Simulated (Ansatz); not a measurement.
`[OH][Ge]([F])([F])[Cl]` and `[OH][GeH]([F])[F]` differ in one atom or group.

Ansatz, PBE0-D4/def2-TZVP geometries, multiplicity 1. Each molecule was computed in one conformer, which needn't be the lowest.

Scalar relativity is left out up to krypton.

| property | `[OH][Ge]([F])([F])[Cl]` |
| --- | --- |
| HOMO energy (ωB97M-V/def2-TZVPP) / eV | -12.52 |
| zero-point energy (PBE0-D4/def2-TZVP) / kJ/mol | 52.4 |
| HOMO energy (PBE0/def2-TZVPP) / eV | -10.18 |
| size of the dipole moment (PBE/def2-TZVPP) / D | 1.35 |
| LUMO energy (ωB97M-V/def2-TZVPP) / eV | 0.75 |
| HOMO–LUMO gap (PBE0/def2-TZVPP) / eV | 8.90 |

(1) Give the same properties after the change, and the shifts. (Best estimate.)

## Answers

(1) Ansatz gave: 
```tsv
property	`[OH][GeH]([F])[F]`	shift
HOMO energy (ωB97M-V/def2-TZVPP) / eV	-12.56	-0.04
zero-point energy (PBE0-D4/def2-TZVP) / kJ/mol	69.8	17.4
HOMO energy (PBE0/def2-TZVPP) / eV	-10.06	0.12
size of the dipole moment (PBE/def2-TZVPP) / D	1.16	-0.19
LUMO energy (ωB97M-V/def2-TZVPP) / eV	1.68	0.93
HOMO–LUMO gap (PBE0/def2-TZVPP) / eV	9.91	1.01
```

With PBE0 the HOMO rises by 0.12 eV and the LUMO rises by 1.14 eV, so the gap widens by about 1.02 eV. PBE moves the HOMO by 0.29 eV and ωB97M-V by -0.04 eV. Dipoles are sizes alone; their direction can turn.

Positive LUMOs are unbound, so they and the gaps depend on the basis.
